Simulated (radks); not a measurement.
The numbers below are computed, except where a source is named.
All-electron atom: Mn3+ in [Ar] 3d2 4s2 (not the ground configuration).

Level of theory: Dirac Kohn-Sham, PBE, spin-unpolarised, spherical densities, point nucleus; open shells fill j = l - 1/2 first (a radial shooting solver on a logarithmic mesh with Libxc functionals).

Energy parts (hartree):
| part | energy |
|---|---|
| total | -1155.09310 |
| kinetic | 1170.13728 |
| electron-nucleus | -2717.33917 |
| Hartree | 442.28672 |
| exchange-correlation | -50.17793 |

Orbitals (lengths in bohr, moments of r in powers of bohr; <r^-3> diverges for s and p1/2; r(max) is where P^2 peaks):
orbital  occ.  eigenvalue (hartree)   r(max)  <r^-3>  small-component weight
1s1/2       2             -238.2798  0.03987       -                8.07e-03
2s1/2       2             -29.48193   0.2326       -                1.46e-03
2p1/2       2             -25.54968   0.1869       -                1.44e-03
2p3/2       4             -25.16700   0.1893   408.5                1.43e-03
3s1/2       2              -5.08848   0.7261       -                3.38e-04
3p1/2       2              -3.94406   0.7318       -                3.05e-04
3p3/2       4              -3.89232   0.7381   55.61                3.01e-04
3d3/2       2              -2.06947   0.7011   5.772                2.24e-04
3d5/2       0              -2.06315   0.7029   5.691                2.23e-04
4s1/2       2              -1.30248    1.975       -                7.07e-05
4p1/2       0              -1.02913    2.187       -                5.87e-05
4p3/2       0              -1.02191    2.202   7.795                5.81e-05

The highest occupied level is 4s1/2 at -35.442 eV. The configuration is held as typed, so some empty levels lie below it. The density falls to 0.001 e/bohr^3 at r = 3.61 bohr. Summed over all electrons, <r^2> = 20.15 bohr^2, which gives a Langevin (diamagnetic) susceptibility term of -16 x 10^-6 cm^3/mol.
